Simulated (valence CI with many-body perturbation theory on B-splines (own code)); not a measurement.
**Sn XLVI: key properties**

Calculated by valence CI with perturbative core correlation (CI+MBPT): three valence electrons over a frozen Dirac-Fock core [He], a basis of 11 s, 11 p, 10 d, 8 f, 5 g, 2 h functions for each j, with the one-electron correlation potential Σ1, the two-electron term Σ2, the three-electron term Σ3, Breit, model QED; selected CI, second order for the rest, scaled by the run's own slope (own B-spline code, finite nucleus).

No measured spectrum was set against this ion. As an estimate, large intervals hold to a few tenths of a per cent, small ones and those within an open d or f shell to about a per cent.

Levels are named by their leading jj configuration (3d3/2^4 stands for four electrons in 3d with j = 3/2), which in mixed levels can hold well under half, so a name can repeat and another be missing.

Rates and lifetimes use the calculated energies. Strong lines usually hold to 10 to 20 %, long lifetimes can be off by a factor of two.

What is the ground level?

(2s^2 2p1/2) J=1/2, composition 100 % 2s2 2p 2P°, g = 0.645.

What is the ionisation energy?

7785.7 eV; NIST lists 7790 ± 4 eV (theoretical).

Among levels below 6329.9 eV, which E1 lines absorb most strongly from the ground level?

to (2s 2p1/2 3p1/2) J=3/2 at 0.2742 nm, f = 0.534; to (2s^2 3d3/2) J=3/2 at 0.2735 nm, f = 0.254; to (2s 2p1/2 3p3/2) J=3/2 at 0.2688 nm, f = 0.196.

Where does the other parity begin?

At (2s 2p1/2^2) J=1/2, 145.3 eV.

How well does LS coupling describe the low levels?

Among the lowest 20 levels the leading LS term, summed over configurations, holds 76 % on average. For single configurations the figures are 74 % in LS and 95 % in jj coupling. Terms mix most in the J = 3/2 level at 590.1 eV, where the leading one holds 45 %.
